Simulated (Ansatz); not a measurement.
The cluster SiAu3⁺ (the lowest singlet isomer of a short search) was relaxed with PBE-D4 (def2-SVP) in Ansatz in these states: charge +1 quintet, charge +1 singlet, charge +1 triplet. The geometries follow in no particular order.

In the def2 sets Au takes a core potential; there is no spin–orbit coupling.

A:

```xyz
4

Au    0.932    0.124   -2.207
Au    0.809   -0.221    1.767
Au   -1.729   -0.620    0.672
Si   -0.012    0.717   -0.232
```

B:

Cartesian coordinates in Å:
```
Au 1.609 0.463 -1.715
Au -2.127 -0.265 1.072
Au 0.983 -0.376 1.219
Si -0.464 0.178 -0.576
```

C:

```xyz
4

Au    1.292    0.343    1.768
Au   -1.241   -0.684   -1.705
Au   -0.192    1.377   -0.267
Si    0.141   -1.036    0.204
```

Task: Judge from the bond lengths which geometry belongs to which state (an estimate).

Result: A is the charge +1 triplet (Au1–Au3 3.990 Å, Au2–Au3 2.794 Å, Au3–Si4 2.356 Å); B is the charge +1 quintet (Au1–Au3 3.115 Å, Au2–Au3 3.115 Å, Au3–Si4 2.371 Å); C is the charge +1 singlet (Au1–Au3 2.723 Å, Au2–Au3 2.723 Å, Au3–Si4 2.480 Å).

At PBE0-D4/def2-TZVP a singlet lies 0.60 eV below the charge +1 triplet. At PBE0-D4/def2-TZVP a singlet lies 3.55 eV below the charge +1 quintet. These are the stationary points nearest to one start from a short search; other shapes may lie lower in each state.
